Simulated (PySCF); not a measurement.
## How methods differ on the excitation energy of P

P [Ne] 3s2 3p3 (4S) → P [Ne] 3s1 3p3 4s1 (6S), as a difference of total energies. Computed with PySCF 2.14 in dyall-av2z (13s9p2d, 50 functions), with the non-relativistic Hamiltonian (point nucleus). Correlated levels: valence: [Ne] frozen; virtual orbitals above 40 to 60 times the deepest correlated orbital energy dropped. The calculations carry no spin-orbit coupling.

| method | excitation energy (eV) |
| --- | --- |
| UHF | 10.784 |
| MP2 (valence) | 11.941 |
| SCS-MP2 (valence) | 12.336 |
| CCSD (valence) | 12.191 |
| CCSD(T) (valence) | 12.228 |
| CCSDT (valence) | 12.236 |

Task: How much does correlation contribute at CCSD(T) (valence)?

Result: 12.228 − (10.784) = 1.444 eV, measured against UHF.

The upper state lies above the first ionisation limit, but in LS coupling its spin forbids autoionisation to the ground ion. A Rydberg-like electron needs more diffuse functions than a valence basis has.

The promoted electron is Rydberg-like, and one or two diffuse shells describe it only roughly, which tends to raise the upper state.
